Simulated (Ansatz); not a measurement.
Geometry optimisation, Ansatz 0.2.0, DFT PBE-D3(BJ), scalar-relativistic, plane waves, PAW.

The input (input.yaml):

```yaml
crystal:
  lattice:
    - [6.62, 0.0, 0.0]
    - [-4.965, 8.599632, 0.0]
    - [0.0, 0.0, 5.27614]
  atoms:
    - { symbol: Sc, position: [0.0, 0.0, 0.0] }
    - { symbol: Sc, position: [0.1666667, 0.2222222, 0.5] }
    - { symbol: Sc, position: [0.0, 0.3333333, 0.0] }
    - { symbol: Sc, position: [0.1666667, 0.5555556, 0.5] }
    - { symbol: Sc, position: [0.0, 0.6666667, 0.0] }
    - { symbol: Sc, position: [0.1666667, 0.8888889, 0.5] }
    - { symbol: Sc, position: [0.5, 0.0, 0.0] }
    - { symbol: Sc, position: [0.6666667, 0.2222222, 0.5] }
    - { symbol: Sc, position: [0.5, 0.3333333, 0.0] }
    - { symbol: Sc, position: [0.6666667, 0.5555556, 0.5] }
    - { symbol: Sc, position: [0.5, 0.6666667, 0.0] }
    - { symbol: Sc, position: [0.6666667, 0.8888889, 0.5] }
    - { symbol: Li, position: [0.8280642, 0.7765019, 0.7417034] }
basis:
  ecutwfc: 420.0
kpoints:
  mp_grid: { grid: [2, 1, 2] }
hamiltonian:
  xc: pbe
  dispersion: d3bj
scf:
  occupations: { method: fermi_dirac, width: 0.05 }
  lower_state_search: "off"
relax:
  f_tol: 0.08
  max_steps: 25
  adjacent_minimum: "off"
output:
  write_density: true
  write_potential: true
  elf: true
  volumetric_format: npy
```

Launched with:

```bash
$ ansatz run input.yaml --threads 1 --pin off --max-ram 3072MiB --backend cpu --events-out ev --progress --plain --runs-dir out
```

Q: Where does it end, and by what steps?

A: The run converged. The threshold is loose, so the end isn't yet a minimum. The force dipped under the threshold on the way, but the program's further checks kept it going. Limits of this set-up: coarse k mesh. After 5 steps the energy has fallen by 1.586 eV; Sc6 moved furthest, 0.36 Å.

| step | energy less start (eV) | largest force component (eV/Å) | accepted |
| --- | --- | --- | --- |
| 0 | 0.0000 | 1.959 | yes |
| 1 | -1.2703 | 0.549 | yes |
| 2 | -1.5052 | 0.307 | yes |
| 3 | -1.5423 | 0.197 | yes |
| 4 | -1.5856 | 0.048 | yes |
| 5 | -1.5856 | 0.048 | yes |

```xyz
13
Lattice="6.6200 0.0000 0.0000 -4.9650 8.5996 0.0000 0.0000 0.0000 5.2761" Properties=species:S:1:pos:R:3
Sc -0.053 0.252 -0.019
Sc 0.015 1.909 2.679
Sc -1.675 2.874 0.078
Sc -1.622 4.885 2.938
Sc -3.243 5.566 0.257
Sc -3.161 7.820 2.364
Sc 3.286 -0.089 -0.285
Sc 3.345 1.917 2.574
Sc 1.632 2.845 -0.021
Sc 1.713 4.446 2.657
Sc -0.122 5.592 0.293
Sc -0.113 7.860 2.379
Li 1.625 6.665 3.848
```

The run took 32 s on 1 thread of Arm Neoverse V2, with other jobs on the host, peak memory 0.53 GiB.
